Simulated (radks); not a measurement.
N-, 8 electrons, occupied as [He] 2s2 2p4. Method: non-relativistic Kohn-Sham, LDA (Slater exchange, Perdew-Wang correlation), spin-polarised, spherical densities, point nucleus; open shells are filled with parallel spins first; Watson sphere of charge +1 and radius 3.32 bohr; computed with a radial shooting solver on a logarithmic mesh with Libxc functionals. Some entries of the table are withheld. Estimate them.

orbital,occ.,eigenvalue (hartree),<r^2> (bohr^2),r(max) (bohr)
1s up,1,(1),0.07264,0.1493
1s down,1,(2),0.07222,0.1492
2s up,1,(3),2.331,1.027
2s down,1,(4),2.540,1.043
2p up,3,-0.20762,3.819,0.9944
2p down,1,-0.13062,5.495,1.050

Answer. 
(1) 1s up eigenvalue (hartree): -13.86024
(2) 1s down eigenvalue (hartree): -13.82167
(3) 2s up eigenvalue (hartree): -0.60538
(4) 2s down eigenvalue (hartree): -0.51450
